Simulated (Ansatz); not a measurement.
Reaction (redistribution): `FBF` + `C[SiH](N)BF` → `FBB(F)F` + `C[SiH2]N`

Gas-phase electronic energies from Ansatz, PBE0-D4/def2-TZVP geometries. CCSD(T)/CBS adds triple-zeta CCSD(T) − MP2 to the extrapolated MP2 energy (def2 sets, frozen cores). This one scheme is used for every species. Functionals use def2-TZVPP. One conformer a species, not always the lowest.

Q: Is it downhill or uphill in electronic energy at CCSD(T)/CBS, and by how much? (Best estimate.)

A: Ansatz gave: Uphill: ΔE = +3.3 kJ/mol.

Q: What do these levels give: r2SCAN-D4, ωB97M-V, B2PLYP, PBE0, HF/def2-TZVPP, MP2/def2-TZVPP, SCS-MP2/def2-TZVPP, CCSD/def2-TZVPP, CCSD(T)/def2-TZVPP, SCS-MP2/def2-QZVPP, HF/CBS(def2), CCSD/CBS(def2)? (An estimate is asked.)

A: Ansatz gave: r2SCAN-D4 4.1, ωB97M-V 1.5, B2PLYP 0.4, PBE0 2.4, HF/def2-TZVPP -3.9, MP2/def2-TZVPP 3.3, SCS-MP2/def2-TZVPP 1.6, CCSD/def2-TZVPP 1.6, CCSD(T)/def2-TZVPP 2.8, SCS-MP2/def2-QZVPP 1.7, HF/CBS(def2) -4.1, CCSD/CBS(def2) 2.1 kJ/mol.

Largest T1 diagnostic among the species: 0.014.

In def2-TZVPP, CCSD(T) changes the Hartree–Fock value by +6.7 kJ/mol (the triples alone add +1.2 kJ/mol) and MP2 by +7.2 kJ/mol. The D4 term adds +3.3 kJ/mol with B3LYP and +2.0 kJ/mol with PBE0; it sums over pairs of atoms, weighted by their polarisabilities, and B3LYP, whose exchange is more repulsive, gets the larger term.

B3LYP here is the variant with VWN-RPA as its local correlation; programs differ in this.
